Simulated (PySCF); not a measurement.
Mg(Me)(GeH3), CH6GeMg, SMILES [CH3][Mg][GeH3], singlet, PBE0/def2-SVP optimised geometry. Atoms within 1.6 Å of the plane z = 0.0 Å (x, y, z in Å): Mg1 (-0.36, -0.04, 0.00), C2 (-2.45, -0.04, 0.00), H3 (-2.87, 0.87, -0.48), H4 (-2.87, -0.08, 1.02), H5 (-2.87, -0.90, -0.55), Ge6 (2.24, -0.04, 0.00), H7 (2.87, -1.23, 0.77), H8 (2.86, -0.11, -1.42), H9 (2.87, 1.23, 0.65).

Computed with PBE0/def2-TZVP in PySCF. Cells within 0.4 Å of a nucleus heavier than hydrogen are left out (blank, or x).

Map of the HOMO−1 amplitude (bohr^(-3/2)) on the plane z = 0.0 Å; orbital energy -7.92 eV, overall sign arbitrary:

```
|333333333333333333333333333|
|333333333333333333333333333|
|333333333333333333333333333|
|333333333333333333333333333|
|333333333333333333333333333|
|333333333444444443333333333|
|333333334444444444333333333|
|333333344444444444333333333|
|333333344444444444433333333|
|333333344444444444433333333|
|333333344555555554433333333|
|333322246655555555433233333|
|333221168764345666443223333|
|333210xx9863xx5666xx3223333|
|3332101x8764x456664x3223333|
|333322256665555555433233333|
|333332345555555554433333333|
|333333344444444444433333333|
|333333344444444444433333333|
|333333344444444444433333333|
|333333334444444444333333333|
|333333334444444443333333333|
|333333333333333333333333333|
|333333333333333333333333333|
|333333333333333333333333333|
|333333333333333333333333333|
|333333333333333333333333333|
```
Scale: ten equal steps from -0.140 (start of '0') to 0.215 (end of '9'), in the order '0123456789'; x runs from -5.00 to 5.00, y from -5.00 (bottom) to 5.00 (top).
